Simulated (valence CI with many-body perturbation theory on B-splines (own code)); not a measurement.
Fe4+ in three bases

Calculated by valence CI with perturbative core correlation (CI+MBPT): four valence electrons over a frozen Dirac-Fock core [Ar], a basis of 7 s, 7 p, 8 d, 6 f, 4 g, 1 h functions for each j, with the one-electron correlation potential Σ1 (screened to all orders), the two-electron term Σ2, the three-electron term Σ3, Breit, model QED; selected single and double excitations, second order for the rest, scaled by the run's own slope (own B-spline code, finite nucleus).

Against 30 measured levels this calculation errs by 388 cm⁻¹ on average and by 1713 at most. Only levels of the ground parity were solved; by the run's estimate the other parity begins above the list, which can be wrong where configurations are misplaced.

The reference run has the lowest level 3d4 5D_0 and an ionisation energy of 74.5198 eV. Its largest variational space holds 19698 state functions.

Letters in brackets count levels of one name in rising energy.

Changed runs:
A. basis 6 s, 6 p, 5 d, 5 f, 1 g
B. basis 5 s, 5 p, 4 d, 4 f

Excitation energies of the reference run in cm⁻¹, and shifts in cm⁻¹:

| Level | Reference | A | B |
| --- | --- | --- | --- |
| 3d4 5D_1 | 141 | -1.9 | -1.3 |
| 3d4 5D_2 | 411 | -5.6 | -3.6 |
| 3d4 5D_3 | 792 | -6.2 | -5.4 |
| 3d4 5D_4 | 1264 | -7.3 | -5.8 |
| 3d4 3H_4 | 23794 | +127 | +765 |
| 3d4 3H_5 | 24078 | +120 | +761 |
| 3d4 3H_6 | 24371 | +118 | +760 |
| 3d4 3P_0 [a] | 24439 | +367 | +869 |
| 3d4 3P_1 [a] | 25334 | +358 | +866 |
| 3d4 3F_2 [a] | 26589 | +269 | +835 |
| 3d4 3F_3 [a] | 26647 | +266 | +837 |
| 3d4 3F_4 [a] | 26766 | +266 | +840 |
| Ionisation energy (eV) | 74.5198 | -0.1142 | -0.1473 |
